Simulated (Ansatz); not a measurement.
## What each rung costs, and what it gives

Saddle point of SiNH7O4, singlet (SiH₄O₄ ([OH][Si]([OH])([OH])[OH]) + NH₃ → SiNH₅O₃ ([NH2][Si]([OH])([OH])[OH]) + H₂O; bonds formed: O2–H6; dative contacts that become bonds: Si1–N7; bonds broken: Si1–O2, H6–N7), PBE0-D4/def2-TZVP structure:

```
atom    x (Å)    y (Å)    z (Å)
 Si1  -0.0397  -0.5851   0.1255
  O2  -0.0350   1.5330   0.7892
  O3   0.1632  -1.9845  -0.7269
  O4  -1.6551  -0.6017   0.3945
  O5   1.0649  -0.6985   1.3184
  H6   0.3434   1.3944  -0.5475
  N7   0.5107   0.5138  -1.2480
  H8  -0.7483   2.1223   1.0386
  H9  -0.1052  -2.7909  -0.2858
 H10  -1.9397   0.1344   0.9387
 H11   1.0728   0.1374   1.8017
 H12  -0.0977   0.4796  -2.0569
 H13   1.4658   0.3459  -1.5414
```

Barriers are electronic and count from the start structure reached by relaxing down the imaginary mode.

Ansatz 0.2.0; basis: as named in each row; cores frozen in the correlated methods. B3LYP uses VWN-RPA correlation. Extrapolation: Hartree–Fock as exp(−7.88 √X), correlation as X^−2.97.

Times are rough, for one single point on 8 threads of a shared host (Intel Xeon).

The estimate by CCSD(T) at an estimated basis limit (MP2 extrapolated from triple and quadruple zeta, plus CCSD(T) − MP2 in triple zeta) is 141.7 kJ/mol.

```tsv
method	basis	time (s)	barrier (kJ/mol)	method less estimate
HF	STO-3G	under 1	206.6	64.9
PBE-D4	STO-3G	1	55.8	-85.9
B3LYP-D4	6-31G	1	122.2	-19.5
PBE-D4	def2-SVP	1	110.0	-31.7
SPW92	def2-SVP	1	99.3	-42.3
PBE0-D4	def2-SVP	2	127.2	-14.5
SPW92	def2-TZVPP	2	104.8	-36.9
PBE-D4	def2-TZVPP	2	114.2	-27.5
BLYP-D4	def2-TZVPP	3	118.2	-23.5
r2SCAN-D4	def2-TZVPP	3	130.1	-11.6
wB97M-V	def2-SVP	3	133.2	-8.5
PBE0-D4	def2-TZVPP	4	129.4	-12.3
BHLYP-D4	def2-TZVPP	4	147.1	5.4
B3LYP-D4	def2-TZVPP	6	130.0	-11.7
CAM-B3LYP-D4	def2-TZVPP	6	134.0	-7.6
B97M-V	def2-TZVPP	6	143.9	2.2
r2SCAN0-D4	def2-TZVPP	6	139.1	-2.6
B2PLYP	def2-TZVPP	8	135.5	-6.2
CCSD(T)	def2-SVP	10	148.9	7.2
wB97X-V	def2-TZVPP	10	138.2	-3.5
PBE-QIDH	def2-TZVPP	10	140.2	-1.5
wB97M-V	def2-TZVPP	10	136.8	-4.9
RPA on PBE	def2-TZVPP	13	143.3	1.6
MP2	def2-QZVPP	38	138.0	-3.7
CCSD(T)	def2-TZVPP	220	143.6	1.9
```

All methods are single points on the PBE0-D4 structures.

The T1 diagnostic stays at or below 0.012.

Labels in which every atom is bracketed show which atoms are joined, not bond orders.
